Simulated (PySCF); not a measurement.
Bonds (- single, = double, # triple, : aromatic): C1#C2, C2-C3, C3-C4, C4-Si5, Si5-O6, O6-C7, C7-C8, C8-C9, C9#N10, C8-C3. C1 carries H11; C3 carries H12; C4 carries H13, H14; Si5 carries H15, H16; C7 carries H17, H18; C8 carries H19. Stereochemistry as in C#C[C@@H]1C[SiH2]OC[C@H]1C#N. H14, H15, H17 are cis to C2 on the ring; H13, H16, H18 are trans to C2 on the ring.

PySCF calculation with NMR shieldings at PBE0/pcSseg-1/GIAO and GFN2-xTB structure; relativity neglected, a single conformation, isolated molecule.

Shifts are taken against calculated references (same method and geometry level): ¹³C (σref 186.93) vs TMS.

Q: Do the ¹³C shifts follow the atomic charges (in e)? Tabulate both.

A: 
```tsv
atoms	hybridisation	δ (ppm)	σ para (ppm)	Hirshfeld	IAO	Mulliken	ESP-fitted
C9	sp	122.7	-195	+0.08	+0.14	+0.14	+0.30
C2	sp	90.2	-162	-0.04	-0.04	+0.30	-0.23
C1	sp	80.7	-153	-0.10	-0.23	-0.40	-0.31
C7	sp3	69.6	-123	+0.02	-0.04	+0.23	+0.01
C8	sp3	38.2	-101	-0.01	-0.16	-0.32	-0.17
C3	sp3	32.8	-94	-0.00	-0.11	-0.25	+0.41
C4	sp3	20.2	-84	-0.16	-0.56	-0.45	-0.59
```

Correlation coefficients of δ with charge over these carbons: Hirshfeld +0.55, IAO +0.75, Mulliken +0.68, ESP-fitted +0.32; with the paramagnetic shielding -0.99. Among the 4 sp3 carbons alone: Hirshfeld +0.73, IAO +0.75, Mulliken +0.98, ESP-fitted +0.36. With so few points, grouped by hybridisation, these coefficients are fragile. Charge is one influence among several: hybridisation and low-lying excitations act through the paramagnetic term.

Shifts are as computed. Against solution values, carbons near 30 ppm lie about +3 ppm off and those near 130 ppm about +5 ppm. Of 1211 compounds with measured shifts, 218 miss one by over three times the rms of a fit or turn the order of signals round; such compounds aren't used in these exercises.
